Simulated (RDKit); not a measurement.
Job for RDKit: UFF on NH3 (SMILES N).

```python
from rdkit import Chem
from rdkit.Chem import AllChem, rdDetermineBonds

blocks = [
'''4

N     0.00000050   -0.00000000    0.27908540
H     0.94283777    0.00000000   -0.09302833
H    -0.47141914    0.81652761   -0.09302854
H    -0.47141914   -0.81652761   -0.09302854
''',
]
mol = None
for b in blocks:
    f = Chem.MolFromXYZBlock(b)
    rdDetermineBonds.DetermineBonds(f, charge=0)
    mol = f if mol is None else Chem.CombineMols(mol, f)
Chem.SanitizeMol(mol)
print(Chem.MolToSmiles(Chem.RemoveHs(mol)))
ff = AllChem.UFFGetMoleculeForceField(mol, vdwThresh=100.0, ignoreInterfragInteractions=False)
e = ff.CalcEnergy()
print(f'UFF energy {e:.6f} kcal/mol')
```

It printed:

```
N
UFF energy 1.520179 kcal/mol
```

The run finished.

Cost: around 0.010 core-seconds (rough).
